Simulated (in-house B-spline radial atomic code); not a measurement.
Hg. Computed with a B-spline radial atomic code. Model: non-relativistic spherical atom: semilocal Troullier-Martins pseudo-atom, one channel per l, against all electrons, high spin, G0W0 and RPA with empty states to l = 8, local potential for every l without a channel, a model core (radius 0 = none) keeps its share of the functional.

The core holds an angular momentum without a channel of its own, so the local potential lets valence electrons into it.

Without relativity these are model numbers for so heavy an element.

What the tables leave out is listed at the end.

The pseudopotential gives back the lowest level of each angular momentum of its own functional in the configuration it was made in; a second state of the same l is only approximately right. Exact exchange, RPA and GW see the smooth pseudo-orbitals and miss the exchange with the core, for which the functional's share stands in. The column with an uncorrelated core keeps all orbitals and exact exchange, and so separates missing core correlation from pseudisation. Only the three outermost levels and the lowest empty one were computed. RPA here is direct RPA, with no exchange kernel, and its energies carry an (l + 1/2)⁻⁴ tail. A hybrid on a potential with a model core restores only its own semilocal share of the core's exchange.

Command:
```bash
python run_psgw.py task.json out
```
Settings (lengths in bohr, energies in hartree):
```
Z                      80
electrons              80
configuration          [Xe] 4f14 5d10 6s2
generated_in           [Xe] 4f14 5d10 6s2
functional             pbe,pbe
core_shells            10
radius_factor          1.15
core_correction        False
ion_configuration      [Xe] 4f14 5d10 6s1
```

Cost of the run: 75 s on 1 thread of Arm Neoverse V2, on a shared host.

Given: made with PBE; model core radius 0 bohr; local radius 1.085 bohr; mean-field start PBE.

Valence shells of the generating configuration: 5s, 5p, 5d, 6s.

Channel: s 1.043, p 1.115, d 1.324 (radii in bohr).

Computed: largest level miss in the spin-unpolarised generating configuration 0.1 eV; valence RPA correlation energy pseudo -1.3593 hartree; all-electron RPA polarisability, core included 46.723 bohr³; ionisation by mean-field all-electron 8.4685 eV; ionisation by mean-field pseudo minus all 0.132 eV; ionisation by RPA all-electron 8.7977 eV; ionisation by RPA pseudo minus all 0.126 eV.

| level | occupied | mean-field all-electron (eV) | mean-field pseudo minus all (eV) | G0W0 all-electron (eV) | G0W0 uncorrelated core minus all (eV) | G0W0 pseudo minus all (eV) | exchange self-energy all-electron (eV) | exchange self-energy pseudo (eV) |
| --- | --- | --- | --- | --- | --- | --- | --- | --- |
| 6s | 1 | -5.2934 | -0.1 | -8.4968 | 0.049 | -0.134 | -11.23 | -10.446 |

(1) What is the valence RPA correlation energy all-electron orbitals?

(2) What is the pseudo-atom RPA polarisability?

Given: mean-field start PBE0.

Computed: valence RPA correlation energy all-electron orbitals -1.1238 hartree; pseudo-atom RPA polarisability 40.628 bohr³; ionisation by mean-field all-electron 8.2005 eV; ionisation by mean-field pseudo minus all 0.135 eV; ionisation by RPA all-electron 8.6266 eV; ionisation by RPA pseudo minus all 0.128 eV.

| level | occupied | mean-field all-electron (eV) | mean-field pseudo minus all (eV) | G0W0 all-electron (eV) | G0W0 uncorrelated core minus all (eV) | G0W0 pseudo minus all (eV) | exchange self-energy all-electron (eV) | exchange self-energy pseudo (eV) |
| --- | --- | --- | --- | --- | --- | --- | --- | --- |
| 6s | 1 | -5.9374 | -0.111 | -8.5293 | 0.052 | -0.139 | -11.02 | -10.288 |

(3) What is the all-electron RPA polarisability, core included?

(4) What is the valence RPA correlation energy pseudo?

Given: mean-field start Hartree-Fock.

Computed: valence RPA correlation energy all-electron orbitals -0.97643 hartree; valence RPA correlation energy pseudo -1.1116 hartree; ionisation by mean-field all-electron 6.8138 eV; ionisation by mean-field pseudo minus all 0.118 eV; ionisation by RPA all-electron 8.2052 eV; ionisation by RPA pseudo minus all 0.13 eV.

```
level  occupied  mean-field all-electron (eV)  mean-field pseudo minus all (eV)  G0W0 all-electron (eV)  G0W0 uncorrelated core minus all (eV)  G0W0 pseudo minus all (eV)  exchange self-energy all-electron (eV)  exchange self-energy pseudo (eV)
   6s         1                       -7.1034                            -0.124                 -8.4113                                  0.047                      -0.132                                 -10.063                           -9.4915
   5d         1                       -19.434                             0.092                 -18.936                                  0.143                       0.053                                 -36.234                           -30.878
```

(5) What is the pseudo-atom RPA polarisability?

(6) What is the all-electron RPA polarisability, core included?

Results:

(1) -1.1853 hartree.

(2) 45.313 bohr³.

(3) 41.943 bohr³.

(4) -1.2864 hartree.

(5) 36.209 bohr³.

(6) 37.402 bohr³.

Among the listed levels the largest G0W0 shift of the pseudo-atom is -0.14 eV, for 6s on the PBE0 start, while leaving the core uncorrelated moves that level by +0.05 eV. The rest, -0.19 eV, comes from pseudisation and the lost core exchange. Not in the tables (levels of low weight, unsolved or above zero; the highest and the empty levels are kept at any weight): on PBE the G0W0 levels 5d (pseudo minus all -0.05 eV, weights 0.46 and 0.45), 5p (pseudo minus all +39.21 eV, weights 0.82 and 0.03), 6p (pseudo minus all -0.00 eV, weights 0.90 and 0.90); on PBE0 the G0W0 levels 5d (pseudo minus all -0.02 eV, weights 0.73 and 0.74), 5p (pseudo minus all +3.54 eV, weights 0.05 and 0.06), 6p (pseudo minus all -0.00 eV, weights 0.94 and 0.93); on Hartree-Fock the G0W0 levels 5p (pseudo minus all +0.56 eV, weights 0.01 and 0.09).
